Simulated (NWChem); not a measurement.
System: CH2BrF; SMILES FCBr

Computed with NWChem. Pople sets run with spherical d functions. This build's default masses of Se (78.918 u) and Br (79.917 u) are each other's, which moves their modes by up to 0.6 %. Each level has its own optimisation; frequencies are unscaled.

```csv
level,r C–F (Å),r Br–C (Å),r C–H (Å),highest harmonic frequency (cm⁻¹),lowest (cm⁻¹),zero-point energy (kcal/mol),dipole (D)
Hartree-Fock/STO-3G,1.376,1.926,1.100,3661,361,22.3,1.56
Hartree-Fock/3-21G,1.378,2.000,1.071,3413,307,20.5,2.41
Hartree-Fock/6-31G*,1.340,1.939,1.075,3415,338,20.8,2.11
B3LYP/6-31G*,1.355,1.974,1.090,3197,303,19.2,1.92
"LDA (Slater exchange, VWN5)/def2-SVP",1.335,1.936,1.112,3066,310,18.5,1.65
PBE/def2-SVP,1.354,1.966,1.108,3087,300,18.5,1.67
BLYP/def2-SVP,1.362,1.992,1.107,3075,290,18.3,1.68
PBE0/def2-SVP,1.342,1.938,1.099,3197,318,19.2,1.77
```
